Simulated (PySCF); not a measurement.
F6Te, charge +1, multiplicity 2. Atoms are numbered in the order given.

```xyz
7

F      1.0121     0.0000     1.6268
Te     0.0000     0.0000    -0.1257
F     -1.0121     0.0000     1.6268
F      1.4740     0.0000    -1.2620
F      0.0000     1.8642    -0.0018
F      0.0000    -1.8642    -0.0018
F     -1.4740     0.0000    -1.2620
```
Charge +1, spin multiplicity 2.

The structure is a stationary point at B3LYP-D3(BJ)/def2-SVP. The spin state was assumed, not searched. The def2 effective core potentials stand for the cores of Te; spin–orbit coupling is left out.

These are TDA-LC-ωPBE/def2-SVPD (PySCF) values and carry that method's errors.

Vertical excitations. The molecule is in vacuum.

| state | energy (eV) | λ (nm) | f | main pairs |
|---|---|---|---|---|
| root 1 | 1.42 | 871 | 0.000 | β HOMO−7→LUMO 67 %, β HOMO→LUMO 16 %, β HOMO−11→LUMO 16 % |
| root 2 | 2.16 | 574 | 0.000 | β HOMO−12→LUMO 40 %, β HOMO−6→LUMO 31 %, β HOMO−1→LUMO 24 % |
| root 3 | 2.43 | 510 | 0.000 | β HOMO−10→LUMO 71 %, β HOMO−4→LUMO 14 %, β HOMO−14→LUMO 11 % |
| root 4 | 3.18 | 390 | 0.023 | β HOMO−8→LUMO 60 %, β HOMO−5→LUMO 20 % |
| root 5 | 4.00 | 310 | 0.064 | β HOMO−2→LUMO 56 %, β HOMO−9→LUMO 12 %, β HOMO−5→LUMO 10 % |
| root 6 | 4.48 | 277 | 0.000 | β HOMO→LUMO 79 %, β HOMO−11→LUMO 15 % |
| root 7 | 4.62 | 268 | 0.000 | β HOMO−1→LUMO 72 %, β HOMO−12→LUMO 24 % |
| root 8 | 4.66 | 266 | 0.000 | β HOMO−3→LUMO 91 % |
| root 9 | 4.81 | 258 | 0.006 | β HOMO−5→LUMO 37 %, β HOMO−2→LUMO 35 %, β HOMO−8→LUMO 18 % |
| root 10 | 4.89 | 254 | 0.000 | α HOMO→LUMO 55 %, β HOMO→LUMO+1 37 % |
Unrestricted roots are not spin-pure.
